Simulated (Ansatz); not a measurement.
System: SiF$_{2}$, charge -1, multiplicity 2. 
Structure (B3LYP-D3(BJ)/def2-TZVP (Ansatz, an electronic-structure program) minimum search):
```xyz
3

Si    -0.0101     0.0144     0.6331
F      1.0678    -0.7137    -0.4595
F     -1.0520     0.6913    -0.5254
```
Charge -1, spin multiplicity 2.

**Question.** Give the harmonic wavenumbers at B3LYP-D3(BJ)/def2-TZVP (Ansatz, finite differences of forces, unscaled).

**Answer.** 295, 649, 672 cm⁻¹. Zero-point energy 2.3 kcal/mol.

**Question.** From these and the geometry, give the ideal-gas thermochemistry at 298.15 K and 1 atm (rigid rotor, harmonic oscillator).

**Answer.** Point group C2v, rotational symmetry number 2. Rotational constants 24.68, 8.221, 6.167 GHz. S(trans) 38.48, S(rot) 21.69, S(vib) 2.16, S(elec, spin only) 1.38, S 63.7 cal/(mol K). H(298) - H(0) 2.80 kcal/mol; G - E(el) -13.9 kcal/mol.
